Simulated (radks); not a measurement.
Q: These are the eigenvalues of the occupied orbitals of an atom or ion with whole-number occupations (eV). Calculated with a radial shooting solver on a logarithmic mesh with Libxc functionals: scalar-relativistic Kohn-Sham, BLYP, spin-polarised, spherical densities, finite nucleus; Fermi nuclear charge, rms radius of each element as measured or else 0.836 A^(1/3) + 0.57 fm.

| orbital | eigenvalue |
|---|---|
| 1s up | -41964.91 |
| 1s down | -41964.23 |
| 2s up | -6874.265 |
| 2s down | -6873.886 |
| 2p up | -6167.147 |
| 2p down | -6166.546 |
| 3s up | -1599.118 |
| 3s down | -1598.548 |
| 3p up | -1375.112 |
| 3p down | -1374.462 |
| 3d up | -1060.290 |
| 3d down | -1059.650 |
| 4s up | -428.2280 |
| 4s down | -426.2697 |
| 4p up | -353.5668 |
| 4p down | -351.6528 |
| 4d up | -246.3763 |
| 4d down | -244.5337 |
| 5s up | -147.9012 |
| 5s down | -145.4165 |
| 5p up | -124.6965 |
| 5p down | -122.2030 |

Which element is it, and in what charge state? The configuration may be excited. Open shells, if any, are filled with parallel spins first.

A: Z = 59, praseodymium, charge +8: Pr8+ in [Ar] 3d10 4s2 4p5 4d10 5s2 5p4. The list shows which subshells hold electrons but not how many an open one holds; the 1s level, -1542.2 hartree, gives Z - s = 55.5 by -(Z - s)^2/2, which with screening and relativity narrows Z to a few neighbours, and the depths of the outer levels then fix element, charge and occupations together.
